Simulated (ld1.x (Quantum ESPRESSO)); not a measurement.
# Transferability test, TM potential for O

| Quantity | Value |
| --- | --- |
| Element | oxygen (O) |
| Generator | ld1.x (Quantum ESPRESSO) 7.5 |
| Type | norm-conserving Troullier–Martins (Kleinman–Bylander form) |
| Functional | LDA (PZ) |
| Relativity | non-relativistic |
| Frozen core | [He] |
| Valence charge | 6 |
| Reference configuration | 2s2 2p4 |
| Partial waves | 2p (bound): rc 0.95 bohr; 3d channel at 0.35 Ry: rc 0.80 bohr; 2s (bound): rc 0.55 bohr |
| Local potential | the s channel |
| Core correction | none |

Energies are relative to the spin-unpolarised reference configuration 2s2 2p4; without spin polarisation the order of configurations can differ from experiment. Spin-polarised rows fill each open shell by Hund’s rule, majority spin first.

Problem. Give the all-electron excitation energy and the error of the potential for: 2s2 2p3; 2s2 2p2; 2s2 2p1; 2s1 2p5; 2s2 2p4.3; 2s1 2p4; 2s2 2p3.5; 2s2 2p4 (spin-polarised); 2s2 2p3 (spin-polarised).

Solution.

```json
{"valence configuration": "2s2 2p3", "charge": "+1", "ΔE all-electron (eV)": "16.592", "error AE − PS (meV)": "+4.9"}
{"valence configuration": "2s2 2p2", "charge": "+2", "ΔE all-electron (eV)": "50.307", "error AE − PS (meV)": "+50"}
{"valence configuration": "2s2 2p1", "charge": "+3", "ΔE all-electron (eV)": "104.274", "error AE − PS (meV)": "+240"}
{"valence configuration": "2s1 2p5", "charge": "0", "ΔE all-electron (eV)": "14.531", "error AE − PS (meV)": "+22"}
{"valence configuration": "2s2 2p4.3", "charge": "-0.3", "ΔE all-electron (eV)": "-2.176", "error AE − PS (meV)": "+0.1"}
{"valence configuration": "2s1 2p4", "charge": "+1", "ΔE all-electron (eV)": "31.372", "error AE − PS (meV)": "+14"}
{"valence configuration": "2s2 2p3.5", "charge": "+0.5", "ΔE all-electron (eV)": "6.370", "error AE − PS (meV)": "+0.7"}
{"valence configuration": "2s2 2p4 (spin-polarised)", "charge": "0", "ΔE all-electron (eV)": "-1.409", "error AE − PS (meV)": "+140"}
{"valence configuration": "2s2 2p3 (spin-polarised)", "charge": "+1", "ΔE all-electron (eV)": "12.580", "error AE − PS (meV)": "+463"}
```
